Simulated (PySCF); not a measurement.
**Hg (mercury, neutral) across methods**

[Xe] 4f14 5d10 6s1 6d1, high-spin 3D determinant (an excited configuration). Calculation: PySCF 2.14, in aug-cc-pVTZ-PP with ECP60MDF (6s6p5d3f2g, 88 functions); scalar relativity through the core potential.

```json
{"method": "r2SCAN", "E (hartree)": "-153.2327", "mean ε 5d β (eV)": "-14.315", "mean ε 6s α (eV)": "-10.695", "mean ε 6d α (eV)": "0.179", "Σ⟨r²⟩ (bohr²)": "82.88", "⟨S²⟩": "2.002"}
{"method": "PBE", "E (hartree)": "-153.2091", "mean ε 5d β (eV)": "-13.994", "mean ε 6s α (eV)": "-10.466", "mean ε 6d α (eV)": "0.056", "Σ⟨r²⟩ (bohr²)": "83.21", "⟨S²⟩": "2.001"}
{"method": "r2SCANh", "E (hartree)": "-153.2104", "mean ε 5d β (eV)": "-15.023", "mean ε 6s α (eV)": "-11.012", "mean ε 6d α (eV)": "0.094", "Σ⟨r²⟩ (bohr²)": "82.82", "⟨S²⟩": "2.002"}
{"method": "wB97X-V", "E (hartree)": "-153.1237", "mean ε 5d β (eV)": "-18.318", "mean ε 6s α (eV)": "-13.188", "mean ε 6d α (eV)": "-0.759", "Σ⟨r²⟩ (bohr²)": "82.92", "⟨S²⟩": "2.000"}
{"method": "PBE0", "E (hartree)": "-153.1723", "mean ε 5d β (eV)": "-15.839", "mean ε 6s α (eV)": "-11.253", "mean ε 6d α (eV)": "-0.161", "Σ⟨r²⟩ (bohr²)": "83.05", "⟨S²⟩": "2.001"}
{"method": "wB97X", "E (hartree)": "-153.1862", "mean ε 5d β (eV)": "-18.353", "mean ε 6s α (eV)": "-13.072", "mean ε 6d α (eV)": "-0.780", "Σ⟨r²⟩ (bohr²)": "83.20", "⟨S²⟩": "2.000"}
{"method": "LDA", "E (hartree)": "-152.9358", "mean ε 5d β (eV)": "-14.188", "mean ε 6s α (eV)": "-10.825", "mean ε 6d α (eV)": "0.201", "Σ⟨r²⟩ (bohr²)": "82.59", "⟨S²⟩": "2.001"}
```

Estimate the same row for UHF.

E (hartree) = -152.24912; mean ε 5d β (eV) = -20.440; mean ε 6s α (eV) = -12.780; mean ε 6d α (eV) = -0.575; Σ⟨r²⟩ (bohr²) = 83.46; ⟨S²⟩ = 2.002.

Energies and moments cover only the electrons outside the core potential. Spin-orbit coupling, absent here, splits the open shell strongly. The outer electron is Rydberg-like, and this basis confines it to a smaller radius and binds it less than a complete one would.

The highest occupied level is positive at r2SCAN, PBE, r2SCANh, LDA: only the finite basis holds that electron, which in a density functional comes from self-interaction.
